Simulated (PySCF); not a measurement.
(1Z,3Z)-1,4-difluorobuta-1,3-diene (C4H4F2), SMILES F/C=C\C=C/F. Geometry optimised at PBE0-D3(BJ)/def2-SVP. One conformer was computed; it need not be the lowest.

Computed equilibrium geometry at PBE0-D3(BJ)/def2-SVP (PySCF confirms it by a frequency run) as bond lengths and angles, and its point group (one conformer of several):
point group C2h.
Atoms: F1 C2 C3 C4 C5 F6 H7 H8 H9 H10. Bond lengths (Å): F1–C2 1.331, C2–C3 1.337, C2–H7 1.093, C3–C4 1.448, C3–H8 1.092, C4–C5 1.337, C4–H9 1.092, C5–F6 1.331, C5–H10 1.093. Bond angles (°): F1–C2–C3 122.3, F1–C2–H7 112.9, C3–C2–H7 124.9, C2–C3–C4 124.1, C2–C3–H8 117.1, C4–C3–H8 118.8, C3–C4–C5 124.1, C3–C4–H9 118.8, C5–C4–H9 117.1, C4–C5–F6 122.3, C4–C5–H10 124.9, F6–C5–H10 112.9.
